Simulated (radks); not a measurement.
All-electron atom: the neodymium ion Nd4+ in [Xe] 4f2. Calculated with a radial shooting solver on a logarithmic mesh with Libxc functionals: Dirac Kohn-Sham, RPBE, spin-unpolarised, spherical densities, point nucleus; open shells are shared between the two j in proportion to 2j + 1.

Radial electron density D(r) = 4 pi r^2 rho(r):

r (bohr),D(r) (e/bohr)
0.001708,7.729
0.001972,9.698
0.002278,12.11
0.00263,15.04
0.003038,18.55
0.00348,22.46
0.004019,27.27
0.004642,32.78
0.005361,38.97
0.006191,45.71
0.00715,52.82
0.008192,59.60
0.009461,66.46
0.01093,72.52
0.01262,77.24
0.01457,80.15
0.01683,80.96
0.01944,79.71
0.02227,77.11
0.02572,73.84
0.0297,71.45
0.0343,71.47
0.03961,75.01
0.04575,82.10
0.05241,90.75
0.06053,99.33
0.0699,104.1
0.08073,102.6
0.09324,95.33
0.1077,85.51
0.1234,78.67
0.1425,77.87
0.1645,83.42
0.19,89.87
0.2195,89.68
0.2534,78.77
0.2904,61.43
0.3353,43.87
0.3873,34.79
0.4473,35.27
0.5165,39.34
0.5965,39.81
0.6889,34.09
0.7893,25.56
0.9115,17.48
1.053,12.64
1.216,10.40
1.404,8.901
1.622,6.938
1.858,4.697
2.146,2.550
2.478,1.115
2.862,0.3909
3.305,0.1056
3.817,0.02080
4.373,0.003248
5.05,0.0003104

D(r) has 4 maxima, at r = 0.0166, 0.0728, 0.204, 0.564 bohr, and minima at 0.0319, 0.135, 0.410 bohr, inside which lie 2.01, 11.19, 29.03 electrons.
